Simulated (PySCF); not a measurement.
Mayer bond orders and bond lengths

Compound: C₄H₁₀O₂P (charge -1).
SMILES with atom numbers: `[CH3:1][CH2:2][CH2:3][P@@:4]([CH3:5])(=[O:6])[O-:7]` (hydrogens: H8, H9, H10 on C1; H11, H12 on C2; H13, H14 on C3; H15, H16, H17 on C5)

Cartesian coordinates in Å at the GFN2-xTB level; atoms count from 1:
```
atom  x, y, z in Å
C1    -2.666    0.036    0.262
C2    -1.319    0.344   -0.384
C3    -0.135   -0.191    0.392
P4     1.376    0.315   -0.597
C5     2.703   -0.420    0.498
O6     1.366   -0.395   -1.909
O7     1.492    1.802   -0.586
H8    -2.719    0.471    1.260
H9    -3.486    0.441   -0.331
H10   -2.810   -1.041    0.354
H11   -1.277   -0.079   -1.390
H12   -1.189    1.425   -0.484
H13   -0.183   -1.279    0.480
H14   -0.094    0.245    1.392
H15    3.657   -0.189    0.025
H16    2.682    0.026    1.489
H17    2.595   -1.499    0.570
```

Bond orders from the PBE0/pcSseg-1 density (PySCF). The structure is a single GFN2-xTB conformer in the gas phase; no vibrational or solvent corrections. The pcSseg-1 basis has no diffuse functions, a weakness for an anion.

(1) How far do the computed orders between heavy atoms stray from the drawn ones?

(2) Set the Mayer orders of the bonds beside their lengths.

## Answers

(1) The largest departure is 0.726, at P4–O7 (drawn single, 1.726). Drawn single, order above 1.12: P4–O7 (1.726). Drawn single, order below 0.88: C3–P4 (0.823) and P4–C5 (0.869). The SMILES, with its formal charges, is one Lewis structure only.

(2) 
```
  bond  drawn as  length (Å)  Mayer order
 C1–C2    single       1.525        1.053
 C2–C3    single       1.514        1.044
 C3–P4    single       1.876        0.823
 P4–C5    single       1.871        0.869
 P4–O6    double       1.492        1.726
 P4–O7    single       1.492        1.726
 C1–H8    single       1.090        0.971
 C1–H9    single       1.090        0.974
C1–H10    single       1.090        0.971
C2–H11    single       1.093        0.942
C2–H12    single       1.093        0.942
C3–H13    single       1.092        0.945
C3–H14    single       1.092        0.945
C5–H15    single       1.089        0.967
C5–H16    single       1.087        0.961
C5–H17    single       1.087        0.961
```

By pair of heavy elements: C–C: all 2 within 0.02 of one another (1.044 to 1.053). C–P: lowest C3–P4 (0.823, 1.876 Å), highest P4–C5 (0.869, 1.871 Å). O–P: all 2 within 0.02 of one another (1.726 to 1.726).

Q: Sum the orders of all bonds at each heavy atom with more than one neighbour and set the sums beside the valence in the SMILES.

A: C1 3.969 (drawn 4), C2 3.981 (drawn 4), C3 3.757 (drawn 4), P4 5.144 (drawn 5), C5 3.758 (drawn 4). Orders between atoms that aren't bonded are not in these sums.

For a closed shell the Mayer order of atoms A and B is Σ (PS)μν (PS)νμ over the basis functions μ on A and ν on B, with P the density and S the overlap matrix.
